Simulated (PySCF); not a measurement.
How methods differ on the interval between two levels of Br+

Br+ [Ar] 3d10 4s2 4p4 [3P2, M_J = 2] → Br+ [Ar] 3d10 4s1 4p4 5s1 [5P3, M_J = 3], as a difference of total energies. Calculation: PySCF 2.14, in x2c-SVPall-2c with one added diffuse shell each of s, p, d type (6s7p4d, 47 functions); the two-component X2C-1e Hamiltonian. Correlated levels: [Ne] frozen. "Screened" scales the spin-orbit matrix elements by Boettger's factors to mimic the two-electron term; Breit and QED terms are absent.

```json
{"method": "GHF (spin-free)", "interval between two levels (cm⁻¹)": "192200"}
{"method": "GMP2 (spin-free)", "interval between two levels (cm⁻¹)": "191860"}
{"method": "GHF (screened spin-orbit)", "interval between two levels (cm⁻¹)": "192330"}
{"method": "GMP2 (screened spin-orbit)", "interval between two levels (cm⁻¹)": "191990"}
```

The labels give the starting determinants; with spin-orbit coupling the two ends relaxed to ⟨J²⟩ = 6.01, ⟨L²⟩ = 2.11, ⟨S²⟩ = 1.95 and ⟨J²⟩ = 12.09, ⟨L²⟩ = 2.09, ⟨S²⟩ = 5.99.

The promoted electron is Rydberg-like, and one or two diffuse shells describe it only roughly, which tends to raise the upper state.
